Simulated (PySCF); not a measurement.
**Working out the ionisation energy of Se⁺**

Se⁺ [Ar] 3d10 4s2 4p3 (4S) → Se²⁺ [Ar] 3d10 4s2 4p2 (3P). All numbers are calculated (PySCF 2.14, a scalar-relativistic core potential, in cc-pVTZ-PP with ECP10MDF). Frozen: 3s2 3p6 3d10. Energies in hartree (1 hartree = 27.21139 eV):

```
            part  Se⁺ (lower)  Se²⁺ (upper)
             UHF  -371.548045   -370.782172
CCSD correlation    -0.090183     -0.072937
             (T)    -0.002538     -0.001491
```

What does Hartree-Fock give?

(-370.782172) − (-371.548045) = 0.765873 hartree = 20.840 eV.

What do CCSD and CCSD(T) give?

The CCSD correlation energies differ by 0.017246 hartree = 0.469 eV and the triples by 0.001047 hartree = 0.028 eV, so CCSD gives 21.309 eV and CCSD(T) 21.337 eV.

Reference: 21.196 ± 0.01 eV (measured; NIST Atomic Spectra Database, ionization energies), between the lowest levels; spin-orbit coupling is absent from the calculation.

What remains against the reference includes basis incompleteness, the frozen core and higher excitations.
